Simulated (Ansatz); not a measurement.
Cartesian coordinates in Å:
```
Cl -1.2084 -1.7555 -0.8855
In -0.0223 -0.0018 0.0035
Cl -1.1409 1.5678 1.2516
Br 2.3715 0.1894 -0.3695
```

Charge 0, multiplicity 1. In takes the def2 core potential.

(1) List the ωB97M-V/def2-TZVPP orbital energies in eV (the Gaussian-basis code of Ansatz). (An estimate is asked.)

Answers

(1) Computed: Occupied: -13157.24, -2772.23, -2772.23, -1709.56, -1537.76, -1537.71, -1537.70, -262.60, -262.59, -242.40, -200.07, -200.07, -199.95, -199.95, -199.93, -199.93, -182.09, -181.90, -181.88, -133.22, -89.67, -89.43, -89.42, -75.46, -75.41, -75.39, -75.24, -75.24, -26.77, -26.76, -26.36, -25.99, -25.98, -25.03, -24.65, -24.13, -15.35, -12.98, -12.83, -12.31, -11.82, -11.69, -11.60, -11.34, -11.19. Lowest empty: -0.97, -0.22, 1.73, 1.78, 2.17, 3.86, 3.90, 4.07.
